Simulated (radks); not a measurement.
Spherical quantum dot in the effective-mass picture: electrons in a well V = -V0 / (1 + exp((r - R)/a)) with V0 = 19.9, R = 2.47, a = 0.15, with a point charge +1 (a donor) at the centre, all in effective atomic units (hartree* = m*/eps^2 hartree, bohr* = eps/m* bohr), one dielectric constant everywhere. Calculated with a radial shooting solver with Libxc functionals: non-relativistic Kohn-Sham, PBEsol, spin-polarised, spherical densities. Levels are named by radial order and angular momentum (1s, 1p, 1d, 2s, ...), and open shells are averaged over m. Results are scaled to m* = 0.084 and eps = 7.2, for which hartree* = 44.09 meV and bohr* = 4.536 nm. Each electron was tried in the lowest free levels, single moves between levels near the top were tried too, and the lowest total energy was kept; such a search can miss a lower state. The series stops at N = 29: beyond it a trial failed or the search could not be trusted, so later rows were left out. At N = 1 the Hartree and exchange-correlation terms need not cancel, so that row can carry a self-interaction error.

| N | open shells | 2S | addition energy mu(N+1) - mu(N) (meV) | e(HOMO) (meV) | rms radius (nm) |
|---|---|---|---|---|---|
| 1 | 1s(up 1, down 0) | 1 | 36.89 | -874.65 | 4.911 |
| 2 | none | 0 | 73.38 | -838.87 | 5.238 |
| 3 | 1p(up 1, down 0) | 1 | 23.26 | -767.42 | 5.870 |
| 4 | 1p(up 2, down 0) | 2 | 24.06 | -743.57 | 6.197 |
| 5 | 1p(up 3, down 0) | 3 | 31.41 | -719.39 | 6.413 |
| 6 | 1p(up 3, down 1) | 2 | 22.46 | -689.05 | 6.582 |
| 7 | 1p(up 3, down 2) | 1 | 23.15 | -666.11 | 6.715 |
| 8 | none | 0 | 66.61 | -642.82 | 6.826 |
| 9 | 1d(up 1, down 0) | 1 | 21.94 | -576.93 | 6.971 |
| 10 | 1d(up 2, down 0) | 2 | 22.07 | -554.91 | 7.092 |
| 11 | 1d(up 3, down 0) | 3 | 22.12 | -532.81 | 7.194 |
| 12 | 1d(up 4, down 0) | 4 | 22.13 | -510.68 | 7.283 |
| 13 | 1d(up 5, down 0) | 5 | 28.47 | -488.55 | 7.362 |
| 14 | 1d(up 5, down 1) | 4 | 21.39 | -460.48 | 7.434 |
| 15 | 1d(up 5, down 2) | 3 | 21.53 | -439.01 | 7.499 |
| 16 | 1d(up 5, down 3) | 2 | 21.59 | -417.44 | 7.559 |
| 17 | 1d(up 5, down 4) | 1 | 21.62 | -395.83 | 7.614 |
| 18 | none | 0 | 44.64 | -374.20 | 7.665 |
| 19 | 2s(up 1, down 0) | 1 | 33.83 | -326.58 | 7.659 |
| 20 | none | 0 | 36.13 | -292.92 | 7.648 |
| 21 | 1f(up 1, down 0) | 1 | 20.83 | -260.00 | 7.707 |
| 22 | 1f(up 2, down 0) | 2 | 20.84 | -239.16 | 7.761 |
| 23 | 1f(up 3, down 0) | 3 | 20.84 | -218.32 | 7.812 |
| 24 | 1f(up 4, down 0) | 4 | 20.83 | -197.48 | 7.860 |
| 25 | 1f(up 5, down 0) | 5 | 20.82 | -176.65 | 7.905 |
| 26 | 1f(up 6, down 0) | 6 | 20.80 | -155.84 | 7.948 |
| 27 | 1f(up 7, down 0) | 7 | 26.29 | -135.05 | 7.988 |
| 28 | 1f(up 7, down 1) | 6 | 20.45 | -108.93 | 8.027 |
| 29 | 1f(up 7, down 2) | 5 | - | -88.478 | 8.064 |

All shells are closed at N = 2, 8, 18, 20 (there: 1s2 1p6 1d10 2s2); the second difference of the energy has clear peaks (12 % above both neighbours; the first and last values, which can be the largest, are not judged, and half-filled shells can peak too) at N = 2, 5, 8, 13, 18, 27.
